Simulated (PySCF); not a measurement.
## Br⁺: ionisation energy

Br⁺ [Ar] 3d10 4s2 4p4 (3P) → Br²⁺ [Ar] 3d10 4s2 4p3 (4S), as a difference of total energies. Calculation: PySCF 2.14, in cc-pVDZ-PP with ECP10MDF; scalar relativity through the core potential. Correlated levels: valence: 3s2 3p6 3d10 frozen. The calculations carry no spin-orbit coupling.

```csv
method,ionisation energy (eV)
UHF,20.173
TPSS,21.301
PBE0,21.294
MP2 (valence),20.584
SCS-MP2 (valence),20.595
CCSD (valence),20.605
CCSD(T) (valence),20.612
```

How much does correlation contribute at CCSD(T) (valence)?

20.612 − (20.173) = 0.439 eV, measured against UHF.

Errors of the correlated levels include the incompleteness of this basis and the frozen core.

For comparison: 21.409 eV (measured; NIST levels, between the centres of gravity of the two terms).
